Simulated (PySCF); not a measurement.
Compound: C6H6F2.
Z-matrix (Å and degrees, PBE0-D3(BJ)/def2-SVP geometry), rows numbered from 1:
```
C 
C   1  1.3388
F   2  1.3396  1  119.33
C   2  1.4470  1  126.31  3  -179.83
C   4  1.3496  2  123.59  1   179.05
C   5  1.4419  4  124.07  2   179.98
C   6  1.3385  5  122.61  4   179.41
F   7  1.3241  6  122.09  5  -179.94
H   1  1.0902  2  120.56  3     0.07
H   1  1.0894  2  119.96  3  -179.90
H   4  1.0937  2  115.99  1    -0.92
H   5  1.0951  4  118.18  2    -0.25
H   6  1.0945  5  119.26  4    -0.48
H   7  1.0950  6  124.83  5    -0.03
```

Method: PBE0-D3(BJ)/def2-SVP geometry optimisation, gas phase in PySCF 2.14.0.

Masses are those of the commonest isotopes; rigid-rotor values at the optimised geometry. The values belong to one conformer with, in the numbering `[CH2:1]=[C:2]([F:3])/[CH:4]=[CH:5]/[CH:6]=[CH:7]/[F:8]`, C1–C2–C4–C5 179°, C4–C5–C6–C7 179°.

**Question.** What are A, B and C (MHz)?

**Answer.** Ia = 58.67, Ib = 745.53, Ic = 804.19 u·Å²; 505379 MHz·u·Å²/I gives A = 8613, B = 677.9, C = 628.4 MHz.

**Question.** What kind of rotor is it?

**Answer.** A near-prolate asymmetric top. Ray's parameter κ = (2B − A − C)/(A − C) = -0.988; −1 is the prolate and +1 the oblate limit.

**Question.** Is it planar, by Δ = Ic − Ia − Ib?

**Answer.** Planar: Δ = Ic − Ia − Ib = -0.02 u·Å². For a rigid frame Δ = −2 Σ m c², so it vanishes when all atoms lie in the ab plane; here none is more than 0.03 Å from it.

**Question.** Which lines would a microwave search look for?

**Answer.** The dipole components are |μa| = 0.11 D, |μb| = 0.55 D, |μc| = 0.00 D; the mirror of this Cs structure is the ab plane, so μc vanishes by symmetry (the 0.02 D computed is a residue) and there are no c-type lines. The squared components, which scale the intensities, stand as 0.04 : 1.00 (a : b). Some lines, for components of 0.1 D or more:

```
type  branch         J(Ka,Kc)    MHz  lower level (cm⁻¹)
   a       R  1(0,1) ← 0(0,0)   1306               0.000
   a       R  2(1,2) ← 1(1,1)   2563               0.308
   a       R  3(2,1) ← 2(2,0)   3920               1.193
   b       Q  1(1,0) ← 1(0,1)   7985               0.044
   b       Q  2(1,1) ← 2(0,2)   8034               0.131
   b       R  1(1,1) ← 0(0,0)   9242               0.000
   b       Q  3(2,1) ← 3(1,2)  23733               0.532
   b       Q  2(2,0) ← 2(1,1)  23806               0.399
   b       R  3(2,2) ← 2(1,1)  27725               0.399
   b       R  3(2,1) ← 2(1,2)  27874               0.394
   b       Q  3(3,0) ← 3(2,1)  39799               1.324
   b       R  3(3,1) ← 2(2,0)  43719               1.193
```

**Question.** Estimate the classical rotational partition function at 10 K, 298.15 K and 500 K.

**Answer.** Point group Cs, symmetry number σ = 1; q = (√π/σ)·√((kT/h)³/(ABC)), k/h = 20836.6 MHz/K: 2780 at 10 K, 453000 at 298.15 K, 984000 at 500 K.

Stationary, but not proved a minimum. These are rigid-rotor constants of the computed structure; measured ground-state constants (B0) also hold zero-point vibration.
